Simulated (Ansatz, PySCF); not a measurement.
B(Br)2(OH) (BBr2HO), SMILES OB(Br)Br.

Geometry optimised at PBE0-D3(BJ)/def2-SVP. The values are those of a single conformer.

Vertical ionisation energy (IE) and electron affinity (EA) in eV. Rows of orbital energies are one-electron estimates. Where ΔSCF, EOM or ADC give a negative EA the extra electron is unbound and the value depends on the basis.

| level | IE | EA |
|---|---|---|
| −ε(HOMO), −ε(LUMO), CAM-B3LYP/def2-TZVPD (PySCF) | 9.68 | -0.07 |
| −ε(HOMO), −ε(LUMO), PBE/def2-TZVPD (PySCF) | 7.08 | 1.75 |
| ΔSCF, PBE0/def2-SVPD (Ansatz), final states of multiplicity 2 and 2 | 10.57 | -0.69 |
| ΔSCF, PBE/def2-SVPD (Ansatz), final states of multiplicity 2 and 2 | 10.19 | -0.54 |

Task: What vertical singlet–triplet gap does ΔSCF give with PBE0/def2-SVPD (Ansatz, a program for electronic structure) and with PBE/def2-SVPD (Ansatz)? (Estimate from the structure and the level; the computed values follow.)

Result: 5.91 and 5.57 eV (triplet above singlet where positive).
